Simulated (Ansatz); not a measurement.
One change: `CN(C)[Si]Cl` becomes `CN(C)[Si]F`.

Ansatz, PBE0-D4/def2-TZVP geometries, multiplicity 1. Each molecule was computed in one conformer, which needn't be the lowest.

```tsv
property	`CN(C)[Si]Cl`
zero-point energy (PBE0-D4/def2-TZVP) / kJ/mol	222.3
LUMO energy (PBE0/def2-TZVPP) / eV	-1.45
size of the dipole moment (B3LYP/def2-TZVPP) / D	2.98
ideal-gas entropy at 298 K and 1 bar (rigid rotor, harmonic PBE0-D4/def2-TZVP) / J/(mol·K)	342
HOMO energy (ωB97M-V/def2-TZVPP) / eV	-9.06
LUMO energy (ωB97M-V/def2-TZVPP) / eV	0.48
```

What does the change do to each property? (Estimate.)

Computed: 
```tsv
property	`CN(C)[Si]F`	shift
zero-point energy (PBE0-D4/def2-TZVP) / kJ/mol	224.8	2.5
LUMO energy (PBE0/def2-TZVPP) / eV	-1.07	0.38
size of the dipole moment (B3LYP/def2-TZVPP) / D	2.51	-0.47
ideal-gas entropy at 298 K and 1 bar (rigid rotor, harmonic PBE0-D4/def2-TZVP) / J/(mol·K)	330	-12
HOMO energy (ωB97M-V/def2-TZVPP) / eV	-9.19	-0.13
LUMO energy (ωB97M-V/def2-TZVPP) / eV	0.86	0.38
```

With PBE0 the HOMO falls by 0.07 eV and the LUMO rises by 0.38 eV, so the gap widens by about 0.45 eV. PBE moves the HOMO by -0.02 eV and ωB97M-V by -0.13 eV. Dipoles are sizes alone; their direction can turn.

B3LYP here is the variant with VWN-RPA as its local correlation; programs differ in this.
